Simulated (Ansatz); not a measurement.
Isomers of C2H6Ge, relaxed with PBE0-D4/def2-TZVP in Ansatz; electronic energies, one conformer each and not always the lowest. Functionals use def2-TZVPP; CBS adds triple-zeta CCSD(T) − MP2 to the MP2 limit of def2-TZVPP and def2-QZVPP.

Outer-core shells of Ge are correlated without core-valence functions. Scalar relativity is left out up to krypton. Spin–orbit coupling is left out.

Problem. Order them by energy at frozen-core CCSD(T)/CBS, lowest first. (An estimate is asked.)
A. `C=[CH][GeH3]`
B. `C[CH2][GeH]`
C. `[CH2]1[CH2][GeH2]1`

Solution. A (0.0 kcal/mol), B (5.8 kcal/mol), C (8.3 kcal/mol).

Problem. How do MP2/CBS(def2), B2PLYP, B3LYP, r2SCAN-D4 place them (kcal/mol, against `C=[CH][GeH3]`)? (An estimate is asked.)

Solution. Ansatz gave: 
| isomer | MP2/CBS(def2) | B2PLYP | B3LYP | r2SCAN-D4 |
| --- | --- | --- | --- | --- |
| `C[CH2][GeH]` | 6.2 | 6.0 | 4.0 | 6.9 |
| `[CH2]1[CH2][GeH2]1` | 5.3 | 10.3 | 11.5 | 7.2 |

B3LYP here is the variant with VWN-RPA as its local correlation; programs differ in this.
